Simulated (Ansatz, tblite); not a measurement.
Removing an electron: the cluster Si₃Se₃⁻ (the lowest doublet isomer of a short search). The state is a doublet with charge -1. Geometry: PBE-D4/def2-SVPD. Ansatz, gas phase; energy differences of separate SCF runs; the oxidised species is a singlet (the triplet lies 0.84 eV higher at PBE0-D4/def2-TZVPD).

Cartesian coordinates in Å:
```
Si 1.7888 -0.8819 -0.5543
Si -2.0736 -0.5144 -1.4455
Si 0.5977 0.5062 0.9039
Se 1.3738 1.5694 2.6286
Se 0.0073 -1.4435 -1.9641
Se -1.6940 0.7643 0.4315
```

The xTB rows come from tblite. The structure comes from a short search, and lower isomers may exist.

| level | −HOMO (eV) | vertical IE (eV) | −LUMO (eV) | HOMO–LUMO gap (eV) |
| --- | --- | --- | --- | --- |
| PBE-D4/def2-TZVPD | 0.97 | 3.02 | 0.36 | 0.62 |
| PBE0-D4/def2-TZVPD | 1.72 | 3.13 | -0.32 | 2.05 |

**Question.** Estimate the rows for GFN2-xTB, r2SCAN0-D4/def2-TZVPD.

**Answer.** 
```tsv
level	−HOMO (eV)	vertical IE (eV)	−LUMO (eV)	HOMO–LUMO gap (eV)
GFN2-xTB	–	7.06	–	–
r2SCAN0-D4/def2-TZVPD	1.93	3.27	-0.42	2.34
```

  HOMO and LUMO are the levels of the spin that leaves or enters (xTB has no such levels and no spin-polarisation term). Other spin states of the ions may lie lower, which would lower the ionisation energy or raise the affinity. Raw xTB energy differences between charge states are shifted by several eV; the methods need an empirical correction for them.
